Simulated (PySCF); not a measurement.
## `InChI=1S/C3H9BNO2/c1-3-2-6-4(5)7-3/h3-4H,2,5H2,1H3/q-1/t3-,4-/m0/s1`, charge -1

Geometry (Å), atoms numbered from 1 in this order:
```xyz
16

C    -2.153    0.305   -0.294
C    -0.776    0.296    0.387
C    -0.264   -1.148    0.668
O     0.933   -1.295    0.001
B     1.435    0.090   -0.298
N     2.293    0.617    0.893
O     0.173    0.896   -0.417
H    -2.903   -0.149    0.354
H    -2.446    1.329   -0.518
H    -2.096   -0.252   -1.227
H    -0.867    0.840    1.352
H    -0.985   -1.906    0.307
H    -0.140   -1.296    1.759
H     2.042    0.098   -1.360
H     2.626    1.550    0.669
H     3.121    0.035    0.980
```

Total charge -1.

Theory: PySCF 2.14.0, TDDFT wB97X-D/def2-SVPD circular dichroism and optical rotation, one conformer, gas phase. Geometry: GFN2-xTB.

The molecule is flexible and this is one conformer; a measurement averages over conformers. For a gas-phase anion, states above the detachment energy (about 3.2 eV, taken as minus the energy of the highest occupied orbital) lie in the continuum and depend on the basis.

Stereocentres: C2 S, B5 S.

**Question.** Give the optical rotatory dispersion at 633, 589.3, 546, 436, 405, 365, 355 nm.

**Answer.** [α] in deg dm⁻¹ (g/mL)⁻¹:
```
λ (nm)  origin-invariant length gauge  modified velocity gauge  length gauge (centre of mass)  isotropic polarisability (au)
   633                          +62.4                    +62.8                          +62.4                           80.3
 589.3                          +74.6                    +74.9                          +74.5                           80.7
   546                          +90.8                    +91.1                          +90.7                           81.1
   436                         +171.0                   +171.2                         +170.9                           83.0
   405                         +215.7                   +215.5                         +215.7                           83.9
   365                         +308.6                   +307.0                         +308.7                           85.5
   355                         +342.1                   +339.8                         +342.3                           86.0
```

**Question.** And for the mirror image at 589.3 nm?

**Answer.** -74.6 deg dm⁻¹ (g/mL)⁻¹ (origin-invariant length gauge): the same size and the opposite sign.

**Question.** What is the molar rotation [Φ] = [α]·M/100 of the geometry above at 589.3 nm?

**Answer.** With M = 101.92 g/mol, +76.0 deg cm² dmol⁻¹ (origin-invariant length gauge).

The first excitation lies at 4.98 eV (249 nm) with R = -0.6 × 10⁻⁴⁰ esu² cm² (velocity form).
